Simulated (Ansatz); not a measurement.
Born–Oppenheimer molecular dynamics of Cl$_{2}$H$_{2}$OSi (6 atoms, charge 0, multiplicity 1). It starts from a relaxed structure.

These are results of UKS revPBE/STO-3G (Ansatz 0.2.0), not measurements.

```yaml
ensemble: NVE (velocity Verlet)
time_step: 0.5 fs
steps_asked: 150
starting_velocities_drawn_for: 400 K
seed: 461401
```

First frame:

```xyz
6
Properties=species:S:1:pos:R:3
O 0.480 1.290 -0.433
Si 0.109 -0.194 0.312
Cl 0.615 -1.853 -0.924
Cl -1.967 -0.364 0.754
H -0.073 1.310 -1.306
H 0.878 -0.254 1.552
```

(1) How far do the bonds stretch over the last three quarters of this one trajectory? (Pairs bonded in most of those frames.)

Results:

(1) 
| bond | mean (Å) | spread (Å) | shortest | longest |
| --- | --- | --- | --- | --- |
| O1–Si2 | 1.722 | 0.051 | 1.63 | 1.79 |
| O1–H5 | 1.036 | 0.011 | 1.01 | 1.06 |
| Si2–Cl3 | 2.127 | 0.030 | 2.09 | 2.19 |
| Si2–Cl4 | 2.121 | 0.021 | 2.09 | 2.15 |
| Si2–H6 | 1.462 | 0.010 | 1.45 | 1.48 |

Mean temperature of the second half: 193 K. The conserved energy stayed within 0.053 meV per atom of its start (net change 0.044 meV per atom), so the integration is sound. The temperature averaged 0.48 of the 400 K drawn at the start: a run that starts near a minimum puts about half its kinetic energy into the potential. A run of 0.075 ps of so small a system gives no equilibrium averages. Limits of this set-up: minimal basis.

Run time: 4.1 min on 1 thread of Arm Neoverse V2 (shared host), peak memory 0.1 GiB.
